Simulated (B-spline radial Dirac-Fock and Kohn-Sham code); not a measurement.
## What relativity does to the binding energies of Tl¹⁴⁺

System: the Tl¹⁴⁺ ion, [Kr] 4d10 4f14 5s2 5p5.

Both columns are ΔSCF binding energies of the configuration average from an atomic code on a B-spline grid: non-relativistic Hartree-Fock with a point nucleus, and Dirac-Fock with a finite nucleus and the Coulomb interaction alone, averaged over the two j levels with weights 2j+1.

| shell | Hartree-Fock (eV) | Dirac-Fock (eV) | shift (eV) | shift (%) |
| --- | --- | --- | --- | --- |
| 1s | 77801.6 | 86298.5 | +8496.90 | +10.92 |
| 2s | 13422.1 | 15712.5 | +2290.38 | +17.06 |
| 2p | 12906.0 | 13680.9 | +774.90 | +6.00 |
| 3s | 3441.9 | 4018.2 | +576.34 | +16.74 |
| 3p | 3197.2 | 3416.4 | +219.18 | +6.86 |
| 3d | 2746.6 | 2725.7 | -20.89 | -0.76 |
| 4s | 996.7 | 1144.7 | +147.96 | +14.84 |
| 4d | 690.2 | 683.9 | -6.21 | -0.90 |
| 4f | 421.7 | 404.5 | -17.29 | -4.10 |
| 5s | 368.8 | 403.5 | +34.68 | +9.40 |
| 5p | 326.6 | 337.8 | +11.28 | +3.45 |

Relativity binds 1s, 2s, 2p, 3s, 3p, 4s, 5s, 5p more strongly, among those listed most of all 2s in relative terms, and 3d, 4d, 4f more weakly, because the contracted s and p shells screen the nucleus better.

Values without a named source are computed, but for edge energies of neutral atoms, which are taken from tables.
